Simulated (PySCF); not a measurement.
GaGeH5. Atoms are numbered in the order given.

```xyz
7

Ga    -1.2143    -0.1125    -0.2701
Ge     1.1427     0.1030     0.2532
H      1.9869    -1.0891    -0.2211
H      1.7221     1.3686    -0.4019
H      1.3561     0.2494     1.7692
H     -2.2210     0.9832     0.2259
H     -1.7661    -1.3214    -1.1015
```

Geometry optimised at ωB97X-D3(BJ)/def2-TZVP.

Calculation: TDA-LC-ωPBE/def2-SVPD (PySCF).

Vertical excitations. Gas-phase values at a fixed geometry.

```tsv
state	energy (eV)	λ (nm)	f	main pairs
S1	4.51	275	0.004	HOMO→LUMO 97 %
S2	5.33	232	0.000	HOMO−1→LUMO 93 %
S3	7.39	168	0.174	HOMO→LUMO+2 41 %, HOMO→LUMO+1 24 %, HOMO→LUMO+3 20 %
S4	7.56	164	0.012	HOMO→LUMO+3 44 %, HOMO→LUMO+1 37 %, HOMO−2→LUMO 8 %
S5	7.68	162	0.106	HOMO−3→LUMO 54 %, HOMO→LUMO+2 10 %
S6	7.70	161	0.186	HOMO−3→LUMO 32 %, HOMO→LUMO+2 17 %, HOMO→LUMO+3 10 %, HOMO−2→LUMO 9 %
S7	7.99	155	0.476	HOMO−2→LUMO 62 %, HOMO→LUMO+2 14 %
S8	8.18	151	0.032	HOMO→LUMO+5 60 %, HOMO→LUMO+4 26 %
S9	8.46	147	0.232	HOMO−1→LUMO+1 37 %, HOMO−1→LUMO+2 37 %
S10	8.53	145	0.094	HOMO→LUMO+4 28 %, HOMO→LUMO+5 18 %, HOMO−1→LUMO+1 14 %, HOMO→LUMO+3 9 %
T1	3.81	325	0	HOMO→LUMO 96 %
T2	4.75	261	0	HOMO−1→LUMO 90 %
T3	6.41	193	0	HOMO→LUMO+2 64 %
T4	6.59	188	0	HOMO→LUMO+3 46 %, HOMO→LUMO+4 25 %
```
Triplets are in the Tamm–Dancoff approximation.
